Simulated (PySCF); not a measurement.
Constitutional and geometric isomers with formula C2H6N2. Isolated molecules, 0 K electronic values unless said otherwise. One relaxed conformer stands for each flexible species; it need not be the lowest. Strings in code marks are SMILES.

Calculation: PySCF 2.14.0 with B3LYP-D3(BJ)/def2-TZVP. All candidates: neutral, multiplicity 1. B3LYP has the VWN-RPA correlation part, as in Gaussian. 

```json
{
  "HOMO–LUMO gap": "7.11 eV",
  "HOMO": "-6.76 eV"
}
```

### Question
Which member has these values?
A. `C/N=C/N`
B. `C1NCN1`
C. `[H]/N=C(/C)N`
D. `C=C(N)N`

### Answer
C, `[H]/N=C(/C)N`. The others give `C=C(N)N`: 5.59 eV, -5.27 eV; `C/N=C/N`: 7.07 eV, -6.46 eV; `C1NCN1`: 6.88 eV, -6.27 eV
